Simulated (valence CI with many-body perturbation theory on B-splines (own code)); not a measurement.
# Ladder of approximations for Ba5+

Level of theory: relativistic CI+MBPT: five valence electrons over a frozen Dirac-Fock core [Kr] 4d10, a basis of 9 s, 9 p, 8 d, 6 f, 3 g, 1 h functions for each j, with the one-electron correlation potential Σ1 (screened to all orders), the two-electron term Σ2, the three-electron term Σ3, Breit, model QED; selected single and double excitations, second order for the rest, scaled by the run's own slope (own B-spline code, finite nucleus).

Against 18 measured levels this calculation errs by 108 cm⁻¹ on average and by 336 at most. These come from a selection out of Sansonetti and Curry, J. Phys. Chem. Ref. Data 39, 043103 (2010). Levels without a partner in it may be off by more, other configurations by several thousand cm⁻¹. Among the levels kept, up to 550 cm⁻¹ of a level comes from second order outside the variational space, and about a tenth of that is noise between levels of different J, which matters for small intervals. 2 measured levels below the end of the list, from 179077 cm⁻¹ on, found no clear computed partner, and computed levels of the same name lie up to 144 cm⁻¹ from them.

Each rung adds one term. CI alone is the Dirac-Coulomb CI over the frozen core; QED comes last and gives the full result, which names the levels. Energies are above 5s²5p³ ⁴S°_3/2 on the same rung, in cm⁻¹.

Names give the largest LS component (configuration and term), which can be under half, so a name can repeat, a term be missing and a line seem to break the LS rules; names also repeat where a configuration has a term twice. Letters in brackets count levels of one name in rising energy.

```tsv
Level	CI alone
5s²5p³ ²D°_3/2	17219
5s²5p³ ²D°_5/2	23397
5s²5p³ ²P°_1/2	36444
5s²5p³ ²P°_3/2	48908
5s5p⁴ ⁴P_5/2	123638
5s5p⁴ ⁴P_3/2	134628
5s5p⁴ ⁴P_1/2	137695
4f5s²5p² ⁴G°_5/2	165339
4f5s²5p² ⁴G°_7/2 [a]	168354
5s5p⁴ ²D_3/2	154572
4f5s²5p² ⁴G°_7/2 [b]	176600
4f5s²5p² ²D°_5/2 [a]	177628
4f5s²5p² ⁴G°_9/2	178723
5s5p⁴ ²D_5/2	159545
4f5s²5p² ⁴D°_7/2	179380
4f5s²5p² ⁴F°_3/2	181929
```

Task: What do these energies become with core correlation, Breit and QED?

Result: 5s²5p³ ²D°_3/2 17333 (+115); 5s²5p³ ²D°_5/2 23639 (+242); 5s²5p³ ²P°_1/2 36323 (-121); 5s²5p³ ²P°_3/2 49719 (+810); 5s5p⁴ ⁴P_5/2 128112 (+4474); 5s5p⁴ ⁴P_3/2 139584 (+4956); 5s5p⁴ ⁴P_1/2 142533 (+4839); 4f5s²5p² ⁴G°_5/2 148764 (-16576); 4f5s²5p² ⁴G°_7/2 [a] 151922 (-16432); 5s5p⁴ ²D_3/2 158038 (+3465); 4f5s²5p² ⁴G°_7/2 [b] 161064 (-15536); 4f5s²5p² ²D°_5/2 [a] 161660 (-15968); 4f5s²5p² ⁴G°_9/2 163304 (-15419); 5s5p⁴ ²D_5/2 163412 (+3867); 4f5s²5p² ⁴D°_7/2 163813 (-15567); 4f5s²5p² ⁴F°_3/2 165644 (-16285).

Task: How does the ionisation energy move along the ladder, and which term matters most?

Result: CI alone 71.655, + Σ1 72.802, + Σ2 72.358, + Σ3 72.299, + Breit 72.284, + QED 72.286 eV. The largest step is Σ1, 1.147 eV. NIST lists 71 ± 2 eV (theoretical).
